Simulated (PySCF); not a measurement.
Compound: CoCl2 (quartet state).
SMILES: `[Cl][Co][Cl]`

Method: PBE0-D3(BJ)/def2-SVP geometry optimisation, gas phase in PySCF 2.14.0.

Take the most abundant isotopes and a rigid rotor. 

(1) What are the moment of inertia and the rotational constant?

Results:

(1) I = 311.434 u·Å², B = 505379 MHz·u·Å²/I = 1623 MHz (0.0541 cm⁻¹, or 0.078 K as hB/k).

If the electronic state has orbital angular momentum about the axis (Π, Δ; not determined here), the simple ladder of levels BJ(J+1) doesn't apply.

No PBE0-D3(BJ)/def2-SVP frequencies stand behind this structure, so it isn't proved a minimum. ⟨S²⟩ = 3.757 (exact for a quartet: 3.75). No vibrational averaging or centrifugal distortion is included, and the geometry carries the error of its method.

For an open-shell metal species like this, the optimisation's SCF solution wasn't tested for stability and no frequencies at its level were run, so a lower state or another shape may exist.

***

Compound: AlH (singlet state).
SMILES: `[AlH]`

Computed, not measured: PBE0-D3(BJ)/def2-SVP geometry optimisation, gas phase (PySCF 2.14.0).

Take the most abundant isotopes and a rigid rotor. 

Question: What are the moment of inertia and the rotational constant?

Answer: I = 2.702 u·Å², B = 505379 MHz·u·Å²/I = 187027 MHz (6.2385 cm⁻¹, or 8.976 K as hB/k). For two atoms I = μr² with μ = 0.9715 u and r = 1.6677 Å.

Question: List the first levels of a rigid rotor in a Σ state.

Answer: E(J) = BJ(J+1): J = 1: 12.477, J = 2: 37.431, J = 3: 74.863, J = 4: 124.771, J = 5: 187.156, J = 6: 262.019 cm⁻¹.

Stationary, but not proved a minimum. Zero-point vibration and centrifugal distortion are left out.

On one thread, Arm Neoverse V2 (aarch64), no GPU, on a shared host, this took 0.69 s of wall time and 0.23 GiB of memory at its peak. These figures are those of the optimisation.
